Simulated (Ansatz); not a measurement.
Ansatz (an electronic-structure program) input (B3LYP/6-31G* with LANL2DZ past Ar): The .json file joins the Basis Set Exchange's 6-31G* for atoms up to Ar and LANL2DZ past it.

Ansatz 0.2 input:
```yaml
crystal:
  periodic: [false, false, false]
  atoms:
    - {symbol: Ta, position_ang: [0.19056800, 0.07415821, 0.26099935]}
    - {symbol: O, position_ang: [1.40284981, -0.94183185, -0.50994054]}
    - {symbol: O, position_ang: [-0.62812480, -1.26069550, 1.06356959]}
    - {symbol: Cl, position_ang: [-1.18289787, 0.71803939, -1.38129323]}
basis:
  gaussian:
    orbitals: 6-31Gs+LANL2DZ.json
hamiltonian:
  xc: {name: B3LYP}
total_charge: 1
magnetization: {spin_polarized: true, initial_magnetization: 1}
phonons: {temperatures: {t_min: 298.15, t_max: 298.15, t_step: 100}}
```

Output:

```
Functional definition: B3LYP
integrals: 0.03 GiB planned
760 factors; integrals over basis functions are off by at most 2.9e-4 eV
mean field: 0.38 GiB planned
mean field evaluation 1: about -18144.3327 eV, gradient 9.3e1 eV
mean field evaluation 2: about -17718.4358 eV, gradient 2.3e2 eV
mean field evaluation 4: about -18181.1850 eV, gradient 1.3e1 eV
mean field evaluation 8: about -18182.5460 eV, gradient 3.2e0 eV
mean field evaluation 16: about -18182.6215 eV, gradient 3.5e-3 eV
mean field -18182.62146157 eV, -668.1990140891 hartree, gradient 3.9e-5 eV, S^2 0.796328; 2 other end points of the search recorded, 0 dependent functions left out
the calculation of the forces begins
reference -18182.62172795 eV, -668.1990238785 hartree; 23, 22 occupied and 48, 49 virtual orbitals, 760 factors
these checks for a lower state are left out or cut short: stability, starts, cluster_reference, orbital_swaps, neighbouring_geometries, increment
integrals: 0.03 GiB planned
760 factors; integrals over basis functions are off by at most 2.9e-4 eV
mean field: 0.38 GiB planned
mean field evaluation 32: about -18182.5991 eV, gradient 1.2e-1 eV
mean field -18182.62139170 eV, -668.1990115214 hartree, gradient 1.5e-6 eV, S^2 0.796297; 0 other end points of the search recorded, 0 dependent functions left out
the calculation of the forces begins
reference -18182.62165809 eV, -668.1990213111 hartree; 23, 22 occupied and 48, 49 virtual orbitals, 760 factors
these checks for a lower state are left out or cut short: stability, starts, cluster_reference, orbital_swaps, neighbouring_geometries, increment
integrals: 0.03 GiB planned
760 factors; integrals over basis functions are off by at most 2.9e-4 eV
mean field: 0.38 GiB planned
mean field -18182.62139171 eV, -668.1990115220 hartree, gradient 1.6e-6 eV, S^2 0.796359; 0 other end points of the search recorded, 0 dependent functions left out
the calculation of the forces begins
reference -18182.62165809 eV, -668.1990213110 hartree; 23, 22 occupied and 48, 49 virtual orbitals, 760 factors
these checks for a lower state are left out or cut short: stability, starts, cluster_reference, orbital_swaps, neighbouring_geometries, increment
integrals: 0.03 GiB planned
760 factors; integrals over basis functions are off by at most 2.9e-4 eV
mean field: 0.38 GiB planned
mean field -18182.62137317 eV, -668.1990108407 hartree, gradient 1.6e-6 eV, S^2 0.796022; 0 other end points of the search recorded, 0 dependent functions left out
the calculation of the forces begins
reference -18182.62163951 eV, -668.1990206282 hartree; 23, 22 occupied and 48, 49 virtual orbitals, 760 factors
these checks for a lower state are left out or cut short: stability, starts, cluster_reference, orbital_swaps, neighbouring_geometries, increment
integrals: 0.03 GiB planned
760 factors; integrals over basis functions are off by at most 2.9e-4 eV
mean field: 0.38 GiB planned
mean field -18182.62137334 eV, -668.1990108467 hartree, gradient 1.5e-6 eV, S^2 0.796619; 0 other end points of the search recorded, 0 dependent functions left out
the calculation of the forces begins
reference -18182.62163977 eV, -668.1990206380 hartree; 23, 22 occupied and 48, 49 virtual orbitals, 760 factors
these checks for a lower state are left out or cut short: stability, starts, cluster_reference, orbital_swaps, neighbouring_geometries, increment
integrals: 0.03 GiB planned
760 factors; integrals over basis functions are off by at most 2.9e-4 eV
mean field: 0.38 GiB planned
mean field -18182.62141510 eV, -668.1990123813 hartree, gradient 1.1e-6 eV, S^2 0.796535; 0 other end points of the search recorded, 0 dependent functions left out
the calculation of the forces begins
reference -18182.62168155 eV, -668.1990221734 hartree; 23, 22 occupied and 48, 49 virtual orbitals, 760 factors
these checks for a lower state are left out or cut short: stability, starts, cluster_reference, orbital_swaps, neighbouring_geometries, increment
integrals: 0.03 GiB planned
760 factors; integrals over basis functions are off by at most 2.9e-4 eV
mean field: 0.38 GiB planned
mean field evaluation 64: about -18182.5992 eV, gradient 1.2e-1 eV
mean field -18182.62142345 eV, -668.1990126883 hartree, gradient 1.6e-6 eV, S^2 0.796115; 0 other end points of the search recorded, 0 dependent functions left out
the calculation of the forces begins
reference -18182.62168976 eV, -668.1990224750 hartree; 23, 22 occupied and 48, 49 virtual orbitals, 760 factors
these checks for a lower state are left out or cut short: stability, starts, cluster_reference, orbital_swaps, neighbouring_geometries, increment
integrals: 0.03 GiB planned
760 factors; integrals over basis functions are off by at most 2.9e-4 eV
mean field: 0.38 GiB planned
mean field -18182.62142894 eV, -668.1990128901 hartree, gradient 2.8e-6 eV, S^2 0.796145; 0 other end points of the search recorded, 0 dependent functions left out
the calculation of the forces begins
reference -18182.62169528 eV, -668.1990226780 hartree; 23, 22 occupied and 48, 49 virtual orbitals, 760 factors
these checks for a lower state are left out or cut short: stability, starts, cluster_reference, orbital_swaps, neighbouring_geometries, increment
integrals: 0.03 GiB planned
760 factors; integrals over basis functions are off by at most 2.9e-4 eV
mean field: 0.38 GiB planned
mean field -18182.62143073 eV, -668.1990129559 hartree, gradient 2.8e-6 eV, S^2 0.796507; 0 other end points of the search recorded, 0 dependent functions left out
the calculation of the forces begins
reference -18182.62169715 eV, -668.1990227468 hartree; 23, 22 occupied and 48, 49 virtual orbitals, 760 factors
these checks for a lower state are left out or cut short: stability, starts, cluster_reference, orbital_swaps, neighbouring_geometries, increment
integrals: 0.03 GiB planned
760 factors; integrals over basis functions are off by at most 2.9e-4 eV
mean field: 0.38 GiB planned
mean field -18182.62144465 eV, -668.1990134674 hartree, gradient 2.2e-6 eV, S^2 0.796190; 0 other end points of the search recorded, 0 dependent functions left out
the calculation of the forces begins
reference -18182.62171100 eV, -668.1990232555 hartree; 23, 22 occupied and 48, 49 virtual orbitals, 760 factors
these checks for a lower state are left out or cut short: stability, starts, cluster_reference, orbital_swaps, neighbouring_geometries, increment
integrals: 0.03 GiB planned
760 factors; integrals over basis functions are off by at most 2.9e-4 eV
mean field: 0.38 GiB planned
mean field -18182.62143699 eV, -668.1990131860 hartree, gradient 1.6e-6 eV, S^2 0.796464; 0 other end points of the search recorded, 0 dependent functions left out
the calculation of the forces begins
reference -18182.62170341 eV, -668.1990229767 hartree; 23, 22 occupied and 48, 49 virtual orbitals, 760 factors
these checks for a lower state are left out or cut short: stability, starts, cluster_reference, orbital_swaps, neighbouring_geometries, increment
integrals: 0.03 GiB planned
760 factors; integrals over basis functions are off by at most 2.9e-4 eV
mean field: 0.38 GiB planned
mean field evaluation 96: about -18182.6214 eV, gradient 4.8e-5 eV
mean field -18182.62140387 eV, -668.1990119688 hartree, gradient 1.8e-6 eV, S^2 0.796319; 0 other end points of the search recorded, 0 dependent functions left out
the calculation of the forces begins
reference -18182.62167021 eV, -668.1990217568 hartree; 23, 22 occupied and 48, 49 virtual orbitals, 760 factors
these checks for a lower state are left out or cut short: stability, starts, cluster_reference, orbital_swaps, neighbouring_geometries, increment
integrals: 0.03 GiB planned
760 factors; integrals over basis functions are off by at most 2.9e-4 eV
mean field: 0.38 GiB planned
mean field -18182.62140533 eV, -668.1990120224 hartree, gradient 1.6e-6 eV, S^2 0.796337; 0 other end points of the search recorded, 0 dependent functions left out
the calculation of the forces begins
reference -18182.62167175 eV, -668.1990218133 hartree; 23, 22 occupied and 48, 49 virtual orbitals, 760 factors
these checks for a lower state are left out or cut short: stability, starts, cluster_reference, orbital_swaps, neighbouring_geometries, increment
integrals: 0.03 GiB planned
760 factors; integrals over basis functions are off by at most 2.9e-4 eV
mean field: 0.38 GiB planned
mean field -18182.62145566 eV, -668.1990138721 hartree, gradient 1.8e-6 eV, S^2 0.796329; 0 other end points of the search recorded, 0 dependent functions left out
the calculation of the forces begins
reference -18182.62172203 eV, -668.1990236609 hartree; 23, 22 occupied and 48, 49 virtual orbitals, 760 factors
these checks for a lower state are left out or cut short: stability, starts, cluster_reference, orbital_swaps, neighbouring_geometries, increment
integrals: 0.03 GiB planned
760 factors; integrals over basis functions are off by at most 2.9e-4 eV
mean field: 0.38 GiB planned
mean field -18182.62145646 eV, -668.1990139013 hartree, gradient 1.9e-6 eV, S^2 0.796327; 0 other end points of the search recorded, 0 dependent functions left out
the calculation of the forces begins
reference -18182.62172286 eV, -668.1990236913 hartree; 23, 22 occupied and 48, 49 virtual orbitals, 760 factors
Total energy: -18182.62172795 eV, -668.1990238785 hartree
Atom 0 at     0.190568     0.074158     0.260999 Å, force    -0.000055    -0.000107    -0.000092 eV/Å
Atom 1 at     1.402850    -0.941832    -0.509941 Å, force    -0.001730    -0.000347     0.001538 eV/Å
Atom 2 at    -0.628125    -1.260695     1.063570 Å, force     0.001933     0.000228    -0.001300 eV/Å
Atom 3 at    -1.182898     0.718039    -1.381293 Å, force    -0.000148     0.000226    -0.000145 eV/Å
Dipole moment:     0.291921     0.776349     0.534114 e Å
Vibrations: 192.68 195.07 246.60 349.24 426.28 936.31 cm⁻¹, zero-point energy 0.145445 eV
```

The blocks after the first are displaced geometries, from whose forces the wavenumbers follow.

The dipole moment of an ion depends on the origin.
